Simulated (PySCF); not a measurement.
C₄H₅ (SMILES C1=CC[CH-]1), charge -1, singlet, at a GFN2-xTB geometry (in this run its highest filled SCF level lies above zero, so its values depend strongly on the basis, on diffuse functions most of all); DF-BLYP/LANL2DZ (PySCF).

PySCF was given this input:
```python
from pyscf import gto, scf, dft

mol = gto.M(
    atom='''
C    -0.003359   -0.713136    0.730145
C     0.058079    0.679917    0.791595
C    -0.058679   -0.807129   -0.661348
C     0.003381    0.717752   -0.734871
H    -0.006971   -1.479675    1.514966
H    -0.487048    1.361164    1.458534
H     0.486429   -1.492445   -1.324122
H     0.893770    1.137841   -1.231763
H    -0.882716    1.208692   -1.170736
''',
    basis='lanl2dz',
    charge=-1,
    spin=0,
    verbose=4,
)

mf = dft.RKS(mol)
mf.xc = 'blyp'
mf = mf.density_fit(auxbasis='def2-universal-jkfit')
mf.kernel()
mf.analyze()
```

Output, abridged:

```
PySCF version 2.14.0

[INPUT] verbose = 4
[INPUT] num. atoms = 9
[INPUT] num. electrons = 30
[INPUT] charge = -1
[INPUT] spin (= nelec alpha-beta = 2S) = 0
[INPUT] symmetry False subgroup None
[INPUT] Mole.unit = angstrom
[INPUT] Symbol           X                Y                Z      unit          X                Y                Z       unit  Magmom
[...]
nuclear repulsion = 106.247389090489
number of shells = 30
number of NR pGTOs = 120
number of NR cGTOs = 46
basis = lanl2dz
ecp = {}

******** <class 'pyscf.df.df_jk.DFRKS'> ********
method = DFRKS
initial guess = minao
damping factor = 0
level_shift factor = 0
DIIS = <class 'pyscf.scf.diis.CDIIS'>
diis_start_cycle = 1
diis_space = 8
diis_damp = 0
SCF conv_tol = 1e-09
SCF conv_tol_grad = None
SCF max_cycles = 50
direct_scf = False
XC library pyscf.dft.libxc version 7.1.2
    S. Lehtola, C. Steigemann, M. J. T. Oliveira, and M. A. L. Marques,  SoftwareX 7, 1–5 (2018)
XC functionals = blyp
    A. D. Becke,  Phys. Rev. A 38, 3098 (1988)
    C. Lee, W. Yang, and R. G. Parr,  Phys. Rev. B 37, 785 (1988)
    B. Miehlich, A. Savin, H. Stoll, and H. Preuss,  Chem. Phys. Lett. 157, 200 (1989)
radial grids:
    Treutler-Ahlrichs [JCP 102, 346 (1995); DOI:10.1063/1.469408] (M4) radial grids

becke partition: Becke, JCP 88, 2547 (1988); DOI:10.1063/1.454033
pruning grids: <function nwchem_prune>
grids dens level: 3
symmetrized grids: False
atomic radii adjust function: <function treutler_atomic_radii_adjust>
small_rho_cutoff = 0
Set gradient conv threshold to 3.16228e-05
Initial guess from minao.
tot grids = 105512
init E= -155.587882603277
[...]
cycle= 1 E= -155.036886859697  delta_E= 0.551  |g|= 0.648  |ddm|= 3.23
[...]
cycle= 2 E= -154.735536028351  delta_E= 0.301  |g|= 1.19  |ddm|= 3.73
[...]
cycle= 3 E= -155.186477244227  delta_E= -0.451  |g|= 0.0327  |ddm|= 2.64
[...]
cycle= 4 E= -155.186625956285  delta_E= -0.000149  |g|= 0.0282  |ddm|= 0.102
[...]
cycle= 5 E= -155.186853729911  delta_E= -0.000228  |g|= 0.00648  |ddm|= 0.0393
[...]
cycle= 6 E= -155.186864684903  delta_E= -1.1e-05  |g|= 0.00286  |ddm|= 0.0112
[...]
cycle= 7 E= -155.186866936073  delta_E= -2.25e-06  |g|= 0.000213  |ddm|= 0.00316
[...]
cycle= 8 E= -155.186866951629  delta_E= -1.56e-08  |g|= 3.02e-05  |ddm|= 0.000542
[...]
cycle= 9 E= -155.186866952085  delta_E= -4.57e-10  |g|= 3.35e-06  |ddm|= 0.0001
[...]
Extra cycle  E= -155.186866952061  delta_E= 2.49e-11  |g|= 9.11e-06  |ddm|= 2.09e-05
converged SCF energy = -155.186866952061
**** SCF Summaries ****
Total Energy =                        -155.186866952060598
Nuclear Repulsion Energy =             106.247389090488767
One-electron Energy =                 -424.852348663987925
Two-electron Energy =                  163.418092621438603
Two-electron Coulomb Energy =          187.105735389254789
DFT Exchange-Correlation Energy =      -23.687642767816197
HOMO-LUMO gap [eV] =                     3.204851755125592
**** MO energy ****
[...]
 ** Mulliken pop on meta-lowdin orthogonal AOs  **
 ** Mulliken pop  **
 ** Mulliken atomic charges  **
charge of    0C =     -0.17864
charge of    1C =     -0.43090
charge of    2C =     -0.43088
charge of    3C =     -0.20317
charge of    4H =      0.04699
charge of    5H =      0.03825
charge of    6H =      0.03825
charge of    7H =      0.06004
charge of    8H =      0.06004

WARN: System has nonzero charge -1; the dipole moment is origin-dependent.
Location of origin: [0. 0. 0.]

Dipole moment(X, Y, Z, Debye):  0.00202,  0.43392, -0.44438
```
